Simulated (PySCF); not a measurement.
One of the candidates below gave these computed data.

All candidates are C5H5ClO2Si.

* UV, strongest line: among the 8 lowest singlet transitions: S2 at 4.97 eV (250 nm, f = 0.422) [TDDFT CAM-B3LYP/def2-SVPD]
* NMR, other nuclei: isotropic shieldings of nuclei other than C and H, by class: -204 (1 O), 9 (1 O), 434 (1 Si), 518 (1 Cl) ppm [GIAO PBE0/pcSseg-1]
* Rotational structure: rotational constants A, B, C: 3.614, 0.553, 0.482 GHz [GFN2-xTB]
* Triplet: lowest triplet excitation (Tamm–Dancoff): 3.18 eV [TDA CAM-B3LYP/def2-SVPD]
* Polarisability: 108.1 au [CAM-B3LYP/def2-SVPD]
* 13C NMR: chemical shifts (computed TMS as zero) by class: 164.2 (1 C), 160.5 (1 C), 153.2 (1 C), 136.2 (1 C), 120.1 (1 C) ppm [GIAO PBE0/pcSseg-1]

The electronic properties come from PySCF, for the isolated species, density fitting. Levels stand in brackets. Geometry: GFN2-xTB, one conformer, isolated molecule. Each NMR value is the plain mean over a class of atoms that symmetry, rotation or inversion makes alike.

**Question.** Which candidate is it?
A. `O=C1C=C([SiH2]Cl)C(=O)C1`
B. `O=C(Cl)c1cc([SiH3])co1`
C. `O=C(O)C1=CC=C(Cl)[SiH2]1`
D. `O=C1C=C(Cl)C(=O)[SiH2]C1`

**Answer.** B. It is `O=C(Cl)c1cc([SiH3])co1`. Numbering: `[O:1]=[C:2]([Cl:3])[c:4]1[cH:5][c:6]([SiH3:7])[cH:8][o:9]1`. Its formula, C5H5ClO2Si, gives 4 degrees of unsaturation: 1 ring and 3 π bonds in the structure found (Kekulé form). 5 carbons fall into 5 classes; from least to most shielded: acyl halide carbon [C2] (164.2 ppm), aromatic CH next to a ring oxygen [C8] (160.5 ppm), substituted aromatic carbon [C4] (153.2 ppm), aromatic CH carbon [C5] (136.2 ppm), substituted aromatic carbon [C6] (120.1 ppm). The other shieldings belong to: -204 ppm, carbonyl oxygen [O1]; 9 ppm, furan-type oxygen [O9]; 434 ppm, SiH3 silicon [Si7]; 518 ppm, chlorine bonded to C [Cl3]. The optimised geometry has point group Cs and is an asymmetric top.

The others, at the same levels:
- `O=C1C=C(Cl)C(=O)[SiH2]C1` fails: its computed 13C shifts are 221.5 (1 C), 198.1 (1 C), 161.4 (1 C), 148.7 (1 C), 37.1 (1 C) ppm, rotational constant A is 1.697 GHz (against 3.614 GHz) and smallest rotational constant is 0.651 GHz (against 0.482 GHz).
- `O=C1C=C([SiH2]Cl)C(=O)C1` fails: its computed 13C shifts are 211.1 (1 C), 206.1 (1 C), 169.4 (1 C), 166.4 (1 C), 45.5 (1 C) ppm, rotational constant A is 1.970 GHz (against 3.614 GHz) and smallest rotational constant is 0.538 GHz (against 0.482 GHz).
- `O=C(O)C1=CC=C(Cl)[SiH2]1` fails: its computed 13C shifts are 169.6 (1 C), 168.2 (1 C), 167.0 (1 C), 150.0 (1 C), 130.1 (1 C) ppm, lowest triplet excitation (Tamm–Dancoff) is 2.19 eV (against 3.18 eV) and strongest line among the 8 lowest singlet transitions is S1 at 3.79 eV (327 nm, f = 0.210) (against S2 at 4.97 eV).

Each candidate is one conformer, not necessarily the lowest. Dipoles, sizes and rotational constants follow the conformer. The torsions of the flexible species, by atom-mapped SMILES:
- `[O:1]=[C:2]([Cl:3])[c:4]1[cH:5][c:6]([SiH3:7])[cH:8][o:9]1`: O1–C2–C4–C5 0°
- `[O:1]=[C:2]1[CH:3]=[C:4]([SiH2:5][Cl:6])[C:7](=[O:8])[CH2:9]1`: C3–C4–Si5–Cl6 0°
- `[O:1]=[C:2]([OH:3])[C:4]1=[CH:5][CH:6]=[C:7]([Cl:8])[SiH2:9]1`: O1–C2–C4–C5 0°, H–O3–C2–O1 0°
